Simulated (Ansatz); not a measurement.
CBF5 (`FB(F)C(F)(F)F`). Total charge 0; spin multiplicity 1.

```
atom   x (Å)   y (Å)   z (Å)
  F1  -1.576  -0.698  -0.952
  B2  -0.830   0.218  -0.398
  F3  -1.221   1.464  -0.382
  C4   0.585  -0.169   0.277
  F5   1.589   0.497  -0.314
  F6   0.594   0.162   1.579
  F7   0.859  -1.473   0.191
```

Question: Give the diagnostics of a CCSD(T)/def2-TZVPP run (frozen core, Ansatz). (An estimate is asked.)

Answer: The calculation gave: T1 = 0.0131, largest single amplitude 0.038, largest double 0.021, (T) share of the correlation energy 3.0 %, 9 CCSD cycles. The RHF solution is stable towards an unrestricted one. T1 lies under the customary mark of 0.02 for closed shells.
